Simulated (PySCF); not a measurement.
ECD: `C=C1C[C@@H](C=O)[C@@H]1F`, C₆H₇FO

Molfile (atoms numbered from 1):
```
C6H7FO
     RDKit          3D

 15 15  0  0  0  0  0  0  0  0999 V2000
   -2.3709    0.1394   -0.2188 C   0  0  0  0  0  0  0  0  0  0  0  0
   -1.0783    0.0303    0.0001 C   0  0  0  0  0  0  0  0  0  0  0  0
    0.0686   -0.6551   -0.6935 C   0  0  0  0  0  0  0  0  0  0  0  0
    0.9312   -0.4170    0.5613 C   0  0  1  0  0  0  0  0  0  0  0  0
    2.2282    0.3071    0.3790 C   0  0  0  0  0  0  0  0  0  0  0  0
    2.6775    0.6666   -0.6716 O   0  0  0  0  0  0  0  0  0  0  0  0
   -0.1977    0.4728    1.1430 C   0  0  2  0  0  0  0  0  0  0  0  0
   -0.6133    0.1326    2.4044 F   0  0  0  0  0  0  0  0  0  0  0  0
   -2.8283   -0.2853   -1.0960 H   0  0  0  0  0  0  0  0  0  0  0  0
   -3.0170    0.6498    0.4748 H   0  0  0  0  0  0  0  0  0  0  0  0
   -0.1011   -1.6931   -0.9704 H   0  0  0  0  0  0  0  0  0  0  0  0
    0.4491   -0.1121   -1.5590 H   0  0  0  0  0  0  0  0  0  0  0  0
    1.0766   -1.3012    1.1832 H   0  0  0  0  0  0  0  0  0  0  0  0
    2.7417    0.5287    1.3356 H   0  0  0  0  0  0  0  0  0  0  0  0
    0.0293    1.5445    1.1666 H   0  0  0  0  0  0  0  0  0  0  0  0
  1  2  2  0
  2  3  1  0
  3  4  1  0
  4  5  1  0
  5  6  2  0
  4  7  1  0
  7  8  1  0
  7  2  1  0
  1  9  1  0
  1 10  1  0
  3 11  1  0
  3 12  1  0
  4 13  1  1
  5 14  1  0
  7 15  1  1
M  END
```

Level of theory: PySCF 2.14.0, TDDFT CAM-B3LYP/def2-SVPD circular dichroism and optical rotation, one conformer, gas phase. Geometry: GFN2-xTB.

The molecule is flexible and this is one conformer; a measurement averages over conformers.

Task: Assign R or S to each stereocentre.

Result: C4 S, C7 S.

Task: List the lowest 8 singlet excitations with oscillator and rotatory strengths.

Result: Rotatory strengths R in 10⁻⁴⁰ esu² cm², velocity form and length form (origin at the centre of mass); f in length form.
```tsv
state	E (eV)	λ (nm)	f	R (velocity)	R (length)	main
1	4.33	286	0.0002	-6.5	-6.8	HOMO−1→LUMO 0.51, HOMO→LUMO 0.45
2	6.77	183	0.206	+25.8	+25.3	HOMO→LUMO+1 0.67, HOMO→LUMO 0.16
3	6.84	181	0.103	+25.6	+25.8	HOMO−1→LUMO 0.35, HOMO→LUMO 0.35
4	7.04	176	0.045	-76.8	-77.9	HOMO−1→LUMO+1 0.62, HOMO−2→LUMO+1 0.30
5	7.41	167	0.009	+31.5	+31.2	HOMO−2→LUMO+1 0.52, HOMO−1→LUMO+1 0.26
6	7.53	165	0.009	-4.4	-6.0	HOMO→LUMO+2 0.66, HOMO−1→LUMO+3 0.17
7	7.62	163	0.024	+24.7	+25.8	HOMO−1→LUMO+2 0.48, HOMO→LUMO+3 0.38
8	7.70	161	0.008	+6.3	+6.4	HOMO−2→LUMO 0.56, HOMO−3→LUMO 0.16
```

Among the states computed, the strongest CD band (largest |R|) is state 4. The largest dissymmetry factor in size, g = 4R/(D+G), with D and G the electric and magnetic dipole strengths, is -0.15 for state 1 (velocity form, f = 0.0003), among bands with |R| over 0.5. The mirror image has the same energies and oscillator strengths and all R with the opposite sign.
